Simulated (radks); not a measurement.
Species: Yb XXVII. Configuration: [Kr] 4d8 (the NIST ground configuration). All-electron calculation, scalar-relativistic Kohn-Sham, PBEsol, spin-polarised, spherical densities, finite nucleus; open shells are filled with parallel spins first (spin-orbit coupling, left out, can overturn this in heavy ions); Fermi nuclear charge, rms radius 5.3108 fm. Program: a radial shooting solver on a logarithmic mesh with Libxc functionals.

Normalised radial functions P(r) = r R(r), r in bohr:

r	3d down	4s down	4p down
0.001319	0.0001	0.1772	0.0064
0.001905	0.0002	0.2319	0.0119
0.002753	0.0004	0.2968	0.0221
0.003977	0.0012	0.3671	0.0408
0.005701	0.0032	0.4292	0.0734
0.008237	0.0086	0.4618	0.1313
0.0119	0.0228	0.4232	0.2264
0.0172	0.0589	0.2630	0.3686
0.02465	0.1423	-0.0415	0.5430
0.03561	0.3286	-0.4481	0.6932
0.05145	0.6905	-0.7231	0.6628
0.07434	1.2706	-0.5019	0.2590
0.1066	1.9344	0.3074	-0.4812
0.154	2.3291	1.0472	-1.0260
0.2224	2.0095	0.5180	-0.4888
0.3214	1.1025	-1.0851	0.9745
0.4606	0.3377	-1.7643	1.7169
0.6656	0.0433	-0.9490	1.0440
0.9616	0.0017	-0.1792	0.2364
1.389	0.0000	-0.0089	0.0151

3d down: eigenvalue -2389.5 eV, 0 radial nodes, <r> = 0.195 bohr, 90 % of the charge inside 0.302 bohr. 4s down: eigenvalue -1255.3 eV, 3 radial nodes at r = 0.0237, 0.0947, 0.253 bohr, <r> = 0.458 bohr, 90 % of the charge inside 0.651 bohr. 4p down: eigenvalue -1124.0 eV, 2 radial nodes at r = 0.0853, 0.254 bohr, <r> = 0.476 bohr, 90 % of the charge inside 0.682 bohr.
